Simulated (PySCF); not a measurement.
B-trichloroborazine (B3Cl3H3N3), SMILES B1(NB(NB(N1)Cl)Cl)Cl.

The structure is a stationary point at B3LYP-D3(BJ)/def2-SVP.

All values below come from PySCF with PBE0/def2-SVP.

Symmetry labels are those of the subgroup Cs that the program uses (full group Cs).

Question: List the valence orbital energies around the gap with their symmetry. (Estimate from the structure and the level; the computed values follow.)

Answer: 
| orbital | symmetry | energy (eV) |
|---|---|---|
| HOMO−7 | A" | -10.05 |
| HOMO−6 | A" | -10.05 |
| HOMO−5 | A' | -9.21 |
| HOMO−4 | A' | -9.21 |
| HOMO−3 | A" | -8.96 |
| HOMO−2 | A' | -8.88 |
| HOMO−1 | A" | -8.41 |
| HOMO | A" | -8.41 |
| LUMO | A" | 0.27 |
| LUMO+1 | A" | 0.27 |
| LUMO+2 | A' | 1.46 |
| LUMO+3 | A' | 1.96 |
